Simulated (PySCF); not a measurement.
A structure optimised at PBE-D3(BJ)/def2-TZVP, used in a PySCF frequency run:

```
N
H 1 1.0314
H 1 1.0314 2 107.42
H 1 1.0314 2 107.42 3 -115.29
C 1 1.5106 2 111.45 3 122.35
H 5 1.0945 1 108.37 2 180.00
H 5 1.0945 6 110.55 1 118.62
H 5 1.0945 6 110.55 7 122.75
```
Charge +1, spin multiplicity 1.

Task: Write its SMILES, formula and point group.

Result: C[NH3+], CH6N, C3v

Task: What are its rotational constants (standard atomic weights)?

Result: 83.540, 19.956, 19.956 GHz
